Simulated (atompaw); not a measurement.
## u(r) = r·R(r): atom against pseudo-atom (terbium (Tb))

Columns: radius, all-electron u(r) and pseudo u(r) of the 5d shell (level -7.22 eV) of terbium in the configuration [Kr] 4d10 4f9 5s2 5p6 5d0 6s1 6p0; LDA (PW92), scalar-relativistic, PAW (atompaw) scheme, atompaw 4.2.0.5.

| r (bohr) | all-electron | pseudo |
| --- | --- | --- |
| 0.098 | 0.1377 | 0.0004 |
| 0.196 | 0.1078 | 0.0029 |
| 0.294 | -0.0811 | 0.0098 |
| 0.392 | -0.2176 | 0.0225 |
| 0.490 | -0.2484 | 0.0423 |
| 0.588 | -0.1986 | 0.0699 |
| 0.687 | -0.1038 | 0.1057 |
| 0.785 | 0.0064 | 0.1483 |
| 0.883 | 0.1166 | 0.1969 |
| 0.981 | 0.2183 | 0.2499 |
| 1.079 | 0.3074 | 0.3053 |
| 1.177 | 0.3832 | 0.3610 |
| 1.275 | 0.4459 | 0.4148 |
| 1.373 | 0.4965 | 0.4648 |
| 1.471 | 0.5364 | 0.5093 |
| 1.569 | 0.5671 | 0.5470 |
| 1.667 | 0.5898 | 0.5772 |
| 1.765 | 0.6057 | 0.5997 |
| 1.863 | 0.6159 | 0.6146 |
| 1.962 | 0.6213 | 0.6228 |
| 2.060 | 0.6226 | 0.6251 |
| 2.158 | 0.6205 | 0.6228 |
| 2.256 | 0.6156 | 0.6171 |
| 2.354 | 0.6085 | 0.6091 |
| 2.452 | 0.5995 | 0.5996 |
| 2.550 | 0.5889 | 0.5889 |

(1) How many radial nodes do the two functions have?

(2) Where does each function peak?

(3) Is the pseudo-wave norm-conserving?

## Answers

(1) The all-electron 5d function has n − l − 1 = 2; the pseudo-wave has 0, since the states of the same l below it are removed with the core.

(2) Outermost all-electron maximum near 2.06 bohr, pseudo maximum near 2.06 bohr (to the table’s step).

(3) No, it belongs to a PAW set: the norm inside the radius is not constrained, and the difference is carried by the augmentation charge.
